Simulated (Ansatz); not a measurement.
AlH₄OSSi (`[SiH3][O][Al][SH]`) radical. The species carries charge 0 and has multiplicity 2.

```xyz
8

Si   -0.7013   -1.1836   -0.6168
O    -0.3366    0.0767    0.3460
Al   -0.1703    1.3148    1.4769
S     1.6063    2.6086    1.3126
H     0.4536   -1.4918   -1.5012
H    -1.0130   -2.3851    0.2020
H    -1.8805   -0.8572   -1.4615
H     2.0418    1.9176    0.2420
```

(1) What are the harmonic wavenumbers in cm⁻¹ at PBE0-D4/def2-TZVP (Ansatz, finite differences of forces, unscaled)? (Best estimate.)

## Answers

(1) Ansatz gave: 5, 37, 73, 166, 241, 440, 551, 613, 730, 733, 956, 957, 985, 1126, 2219, 2220, 2223, 2693.
